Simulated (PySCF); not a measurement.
Polarisability as a sum over states

Species: Ge(NH2)2.
Geometry (PBE0-D3(BJ)/def2-SVP, Å), atoms numbered from 1 in this order:
```xyz
7
GeH4N2 angstrom
Ge     0.0119    0.8841   -0.8629
N      1.3697    0.0033   -0.0196
H      2.3378    0.2081   -0.2363
H      1.2841   -0.7217    0.6859
N     -1.3690    0.0387   -0.0209
H     -2.3312    0.2731   -0.2337
H     -1.3033   -0.6856    0.6875
```

Level of theory: PySCF 2.14.0, density-fitted response routines, TDDFT B3LYP/def2-SVPD, vertical, gas phase, core orbitals frozen in the response. The B3LYP/def2-SVPD calculation is non-relativistic and has no spin–orbit coupling, an omission that weighs most on germanium.

Excitation energies and transition dipoles (atomic units, axes of the coordinates) of those of the lowest 15 singlets that add 0.02 au or more to the mean polarisability:

```
state  ΔE (hartree)      μx      μy      μz
   S1        0.1939   0.056  -0.543  -0.555
   S2        0.1947   0.588   0.050   0.059
   S4        0.2245   0.013   0.362   0.371
   S6        0.2396  -1.449   0.021   0.002
   S7        0.2468  -0.008  -0.602   0.589
   S9        0.2698  -0.007  -0.455  -0.466
  S10        0.2705   0.002   0.166  -0.164
  S11        0.2708  -0.013  -0.987   0.963
  S13        0.2941   0.004   0.336  -0.328
```

What does each state add to αxx, αyy and αzz, and how do the sums compare with the full static tensor?

Each state adds 2 μα² / ΔE.

```json
{"state": "S1", "αxx (au)": "0.03", "αyy (au)": "3.04", "αzz (au)": "3.18"}
{"state": "S2", "αxx (au)": "3.56", "αyy (au)": "0.03", "αzz (au)": "0.04"}
{"state": "S4", "αxx (au)": "0.00", "αyy (au)": "1.17", "αzz (au)": "1.23"}
{"state": "S6", "αxx (au)": "17.51", "αyy (au)": "0.00", "αzz (au)": "0.00"}
{"state": "S7", "αxx (au)": "0.00", "αyy (au)": "2.94", "αzz (au)": "2.81"}
{"state": "S9", "αxx (au)": "0.00", "αyy (au)": "1.53", "αzz (au)": "1.61"}
{"state": "S10", "αxx (au)": "0.00", "αyy (au)": "0.20", "αzz (au)": "0.20"}
{"state": "S11", "αxx (au)": "0.00", "αyy (au)": "7.19", "αzz (au)": "6.84"}
{"state": "S13", "αxx (au)": "0.00", "αyy (au)": "0.77", "αzz (au)": "0.73"}
{"state": "all 15 states", "αxx (au)": "21.1", "αyy (au)": "16.9", "αzz (au)": "16.7"}
{"state": "full response", "αxx (au)": "61.6", "αyy (au)": "47.9", "αzz (au)": "47.6"}
{"state": "share (%)", "αxx (au)": "34", "αyy (au)": "35", "αzz (au)": "35"}
```

The rest comes from the higher roots of the same response equations.

Give the full tensor and its principal values.

In au, rows and columns x, y, z:
```
x   61.6 -0.2 -0.1
y   -0.2 47.9 -6.4
z   -0.1 -6.4 47.6
```
Principal values 41.4, 54.2 and 61.6 au; mean 52.4 au (7.76 Å³).

By how much does the contribution of these states grow at 632.8 nm?

With ω = 0.0720 hartree each state's term in the mean polarisability goes from f / ΔE² to f / (ΔE² − ω²), f = (2/3) ΔE |μ|²; the sum over all 15 states goes from 18.23 to 20.08 au, a rise of 1.85 au.

One conformer stands for the species.
